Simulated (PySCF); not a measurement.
## Computed properties of BrH2InO2, SMILES [OH][In]([OH])[Br]

BrH2InO2, SMILES [OH][In]([OH])[Br]. The structure is a stationary point at B3LYP-D3(BJ)/def2-SVP. The def2 effective core potentials stand for the cores of In; spin–orbit coupling is left out. One conformer was computed; it need not be the lowest. All values are computed for the isolated molecule unless a solvent is named; none is compared with measurement here.

**Structure.** The optimised structure has Cs symmetry. All 12 harmonic modes at B3LYP-D3(BJ)/def2-SVP (PySCF) are real, so it is a minimum. With heavy atoms numbered as in [In:1]([Br:2])([OH:3])[OH:5], the shortest bond between them is In1–O3 at 1.994 Å and the longest In1–Br2 at 2.486 Å.

**Vibrations.** The strongest infrared lines (harmonic, unscaled, degenerate partners summed) lie at 266 cm⁻¹ (195 km/mol, H 93 %), 853 cm⁻¹ (95 km/mol, H 93 %), 619 cm⁻¹ (74 km/mol, O 82 %, In 17 %). The softest mode is at 90 cm⁻¹ and the zero-point energy is 16.6 kcal/mol.

**Electronic structure.** HF/def2-TZVP (PySCF) places the frontier levels at -11.59 and 0.80 eV, a gap of 12.39 eV, and gives a dipole moment of 1.53 D and a mean polarisability of 53.7 bohr³. PBE/def2-TZVP (PySCF) at the same geometry gives -7.21 and -3.38 eV, so its gap is 8.56 eV narrower. An orbital gap is neither the optical nor the fundamental gap.

**Excitations.** TDDFT-B3LYP/def2-SVPD (PySCF) has S1 at 4.44 eV (280 nm, f = 0.024, weak); the most intense of the 10 singlets computed lies at 6.42 eV (f = 0.16). T1 (TDA) is at 4.01 eV. TDDFT-PBE/def2-SVPD (PySCF) puts S1 at 3.95 eV. No vertical singlet excitation falls in the visible range (under 3.1 eV).
